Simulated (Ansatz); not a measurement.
Basis-set extrapolation for C3H7AlO (PBE0-D4/def2-TZVP geometry, frozen core, the Gaussian-basis code of Ansatz). Multiplicity 1, RHF reference.

|  | def2-TZVPP | def2-QZVPP |
| --- | --- | --- |
| HF | -434.460704 | -434.476876 |
| MP2 correlation | -0.837046 | -0.894685 |
| CCSD(T) correlation | -0.911279 | not run |

Energies in hartree. Use E(X) = E(∞) + A·exp(−7.88·√X) for Hartree–Fock and E(X) = E(∞) + B·X^(−2.97) for correlation, with X = 3 and 4, and add CCSD(T) minus MP2 of the smaller set to the MP2 limit.

**Question.** What is the CCSD(T) energy at the basis-set limit?

**Answer.** HF limit: -434.476876 + (-0.016172) × 0.13774 = -434.47910. MP2 limit: -0.894685 + (-0.057639) × 0.74074 = -0.93738. Higher-order term: -0.911279 − (-0.837046) = -0.07423. Total: -435.49071 hartree, 3.23 eV below CCSD(T)/def2-TZVPP.
